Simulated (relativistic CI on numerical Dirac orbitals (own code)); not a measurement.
## Slater and spin-orbit integrals, Nd³²⁺

Computed by Dirac-Coulomb-Breit CI, separate exchange-only KLI orbitals for each configuration, a model potential for QED, unscaled Slater integrals (own radial code, finite nucleus).

Slater integrals F^k, G^k are unscaled and averaged over j, outside the closed core [Ne]; ζ comes from projecting the Hamiltonian with its Breit term on Σ l·s of the shell.

- 3s2 3p6 3d9 4s: ζ(3d) = 74918, G^2(3d,4s) = 44167 cm⁻¹; <r>(3d) = 0.232, <r^2>(3d) = 0.06287, <r>(4s) = 0.5249, <r^2>(4s) = 0.3095 (bohr units).
- 3s2 3p6 3d9 4p: ζ(3d) = 74934, F^2(3d,4p) = 134580, G^1(3d,4p) = 43756, G^3(3d,4p) = 44182, ζ(4p) = 182910 cm⁻¹; <r>(3d) = 0.2321, <r^2>(3d) = 0.06288, <r>(4p) = 0.535, <r^2>(4p) = 0.3236 (bohr units).
- 3s2 3p6 3d9 4d: ζ(3d) = 74896, F^2(3d,4d) = 141080, F^4(3d,4d) = 71343, G^0(3d,4d) = 45307, G^2(3d,4d) = 57568, G^4(3d,4d) = 45401, ζ(4d) = 22713 cm⁻¹; <r>(3d) = 0.2321, <r^2>(3d) = 0.06293, <r>(4d) = 0.5333, <r^2>(4d) = 0.325 (bohr units).

Averages of the first 10 configurations, taken without configuration mixing, which lowers the lowest level and can move excited configurations by several eV; other configurations of the list can lie among them:

| Configuration | Parity | States | Average energy above the lowest level (eV) |
| --- | --- | --- | --- |
| 3s2 3p6 3d10 | even | 1 | 0.1 |
| 3s2 3p6 3d9 4s | even | 20 | 850.9 |
| 3s2 3p6 3d9 4p | odd | 60 | 939.1 |
| 3s2 3p6 3d9 4d | even | 100 | 1059.0 |
| 3s2 3p5 3d10 4s | odd | 12 | 1188.3 |
| 3s2 3p6 3d9 4f | odd | 140 | 1173.1 |
| 3s2 3p5 3d10 4p | even | 36 | 1276.7 |
| 3s2 3p6 3d8 4s2 | even | 45 | 1731.1 |
| 3s2 3p6 3d8 4s 4p | odd | 540 | 1814.3 |
| 3s2 3p5 3d10 4d | odd | 60 | 1395.9 |
